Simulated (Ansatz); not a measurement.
Reactions of `O[Si](O)(Cl)[SiH](F)Cl`.

Program: Ansatz. Geometries: PBE0-D4/def2-TZVP. ΔE: electronic, gas phase. CCSD(T)/CBS is the MP2 limit (def2-TZVPP, def2-QZVPP) plus CCSD(T) − MP2 in def2-TZVPP, frozen cores. This one scheme is used for every species. Functionals use def2-TZVPP. For Br, Ge outer-core shells are correlated without core-valence functions, which leaves a few kJ/mol of doubt a bond. Scalar relativity is left out up to krypton. Each species was taken in one conformer, which may not be the lowest.

```csv
reaction,r2SCAN-D4 (eV)
`O[Si](O)(Cl)[SiH](F)Cl` + `CC(F)Cl` → `O[Si](O)(Cl)Cl` + `C[C@H](F)[Si@H](F)Cl`,-1.47
`O[Si](O)(Cl)[SiH](F)Cl` + `Br[SiH]1BC1` → `O[Si](O)(Cl)[SiH2]Cl` + `F[Si]1(Br)BC1`,0.13
`O[Si](O)(Cl)[SiH](F)Cl` + `[SiH3]Cl` → `O[Si](O)(Cl)[SiH2]Cl` + `F[SiH2]Cl`,-0.08
`O[Si](O)(Cl)[SiH](F)Cl` + `[F][GeH2][F]` → `O[Si@H](Cl)[Si@H](F)Cl` + `[OH][GeH]([F])[F]`,0.68
```

Question: Give the CCSD(T)/CBS values in the same order. (An estimate is asked.)

Answer: The calculation gave: -1.50, 0.14, -0.09, 0.67 eV.

Largest T1 diagnostic: 0.012, for `[OH][GeH]([F])[F]`.
